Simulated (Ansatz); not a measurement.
Coupled-cluster run, CH7GeNSi, SMILES `[GeH3][CH]1N[SiH2]1`.

```yaml
crystal:
  periodic: [false, false, false]
  atoms:
    - {symbol: Ge, position_ang: [-1.108565, 1.292687, -0.334251]}
    - {symbol: C, position_ang: [-0.341405, -0.413235, 0.199637]}
    - {symbol: N, position_ang: [0.831923, -0.305506, 1.139211]}
    - {symbol: Si, position_ang: [1.282055, -1.056725, -0.348428]}
    - {symbol: H, position_ang: [-2.134649, 1.074205, -1.463094]}
    - {symbol: H, position_ang: [-1.811942, 1.974564, 0.855469]}
    - {symbol: H, position_ang: [0.017182, 2.209707, -0.840060]}
    - {symbol: H, position_ang: [-1.074832, -1.186854, 0.435379]}
    - {symbol: H, position_ang: [0.734120, -0.811818, 2.008065]}
    - {symbol: H, position_ang: [1.458416, -2.525159, -0.413386]}
    - {symbol: H, position_ang: [2.213196, -0.308867, -1.217741]}
basis:
  gaussian: {orbitals: def2-TZVPP}
correlation: {method: ccsd_t}
output: {orbitals: {seedname: orbitals}}
```

```sh
$ ansatz run in.yaml --threads 4 --pin off --events-out ev --progress --plain --max-ram 10444MiB
```

Output of Ansatz, abridged:

```
Functional definition: HF
1477 factors; integrals over basis functions are off by at most 1.0e-3 eV
mean field evaluation 1: about -66954.6649 eV, gradient 3.8e1 eV
mean field evaluation 2: about -66954.9173 eV, gradient 3.8e1 eV
mean field evaluation 4: about -66958.6280 eV, gradient 4.1e0 eV
mean field evaluation 8: about -66958.6950 eV, gradient 2.4e-1 eV
mean field -66958.69534352 eV, -2460.6866676405 hartree, gradient 2.7e-6 eV, S^2 0.000000; 0 other end points of the search recorded, 0 dependent functions left out
16 core orbitals not correlated: weight in the atoms' cores, before any rotation towards them, 1.000 or more for the frozen orbitals, at most 0.000 for the correlated occupied ones
reference -66958.69534352 eV, -2460.6866676405 hartree; 17, 17 occupied and 217, 217 virtual orbitals, 1477 factors
second order -20.85361661 eV of doubles, -0.00000000 eV of singles
cycle   1  -21.09569141 eV  change   -2.4e-1 eV  update   1.1e-1
cycle   2  -21.77604174 eV  change   -6.8e-1 eV  update   3.3e-2
cycle   3  -21.88161853 eV  change   -1.1e-1 eV  update   1.6e-2
cycle   4  -21.86866025 eV  change    1.3e-2 eV  update   4.2e-3
cycle   5  -21.86904961 eV  change   -3.9e-4 eV  update   2.3e-3
cycle   6  -21.86913675 eV  change   -8.7e-5 eV  update   7.6e-4
cycle   7  -21.86886168 eV  change    2.8e-4 eV  update   3.5e-4
cycle   8  -21.86896363 eV  change   -1.0e-4 eV  update   1.2e-4
cycle   9  -21.86899035 eV  change   -2.7e-5 eV  update   4.4e-5
cycle  10  -21.86897368 eV  change    1.7e-5 eV  update   1.7e-5
perturbative correction -0.89702406 eV, -0.0329650261 hartree
Total energy: -66981.46134125 eV, -2461.5233026259 hartree
```

Hardware: 4 threads of an Arm Neoverse V2 on a shared host. Wall time 2.7 min, peak host memory 5.2 GiB.

MP2 recovers 91.6 % of the CCSD(T) correlation energy and the triples give 3.9 %; T1 = 0.0125.
